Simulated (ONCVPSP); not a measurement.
# Reading a pseudo-wave (Nb)

Columns: radius, all-electron u(r) and pseudo u(r) of the 4d shell (level -3.04 eV) of niobium in the configuration [Kr] 4d4 5s1; PBE, scalar-relativistic, ONCV scheme, ONCVPSP 4.0.1.

| r (bohr) | all-electron | pseudo |
| --- | --- | --- |
| 0.168 | -0.2315 | 0.0049 |
| 0.335 | -0.2901 | 0.0363 |
| 0.503 | -0.0791 | 0.1098 |
| 0.670 | 0.1815 | 0.2249 |
| 0.838 | 0.3995 | 0.3680 |
| 1.005 | 0.5510 | 0.5115 |
| 1.172 | 0.6419 | 0.6293 |
| 1.340 | 0.6860 | 0.7056 |
| 1.508 | 0.6969 | 0.7360 |
| 1.675 | 0.6864 | 0.7263 |
| 1.842 | 0.6628 | 0.6895 |
| 2.010 | 0.6315 | 0.6429 |
| 2.178 | 0.5966 | 0.5992 |
| 2.345 | 0.5606 | 0.5608 |
| 2.512 | 0.5247 | 0.5247 |
| 2.680 | 0.4896 | 0.4896 |
| 2.848 | 0.4559 | 0.4559 |
| 3.015 | 0.4241 | 0.4241 |
| 3.182 | 0.3941 | 0.3941 |
| 3.350 | 0.3657 | 0.3657 |
| 3.518 | 0.3390 | 0.3390 |
| 3.685 | 0.3142 | 0.3142 |
| 3.852 | 0.2910 | 0.2910 |
| 4.020 | 0.2692 | 0.2693 |
| 4.188 | 0.2490 | 0.2490 |
| 4.355 | 0.2302 | 0.2302 |

How many radial nodes do the two functions have?

The all-electron 4d function has n − l − 1 = 1; the pseudo-wave has 0, since the states of the same l below it are removed with the core.

At about which radius was the pseudo-wave matched?

2.60 bohr. The columns agree to 0.0005 from 2.35 bohr on; several derivatives are matched, so the curves merge somewhat inside the radius.

Is the pseudo-wave norm-conserving?

Yes: the ONCV scheme keeps the norm inside the radius equal to the all-electron one, which fixes the energy derivative of the logarithmic derivative at the level.
